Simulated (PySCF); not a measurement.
A structure optimised at B3LYP-D3(BJ)/def2-SVP, used in a PySCF frequency run:

```xyz
11

Ge     0.2901    -0.0032     0.3664
O      1.5631     1.1748     0.0132
O      0.7793    -1.6159    -0.1837
O     -1.0806     0.6095    -0.5898
C     -2.3049    -0.0921    -0.6474
H     -0.0305    -0.1501     1.8553
H      1.2223     1.8826    -0.5524
H      1.2194    -1.5931    -1.0447
H     -2.9913     0.4592    -1.3098
H     -2.7885    -0.1761     0.3454
H     -2.1808    -1.1136    -1.0525
```
Charge 0, spin multiplicity 1.

**Question.** Write its SMILES and formula.

**Answer.** C[O][GeH]([OH])[OH], CH₆GeO₃

**Question.** What are its rotational constants (standard atomic weights)?

**Answer.** 5.2385, 2.6560, 2.0321 GHz
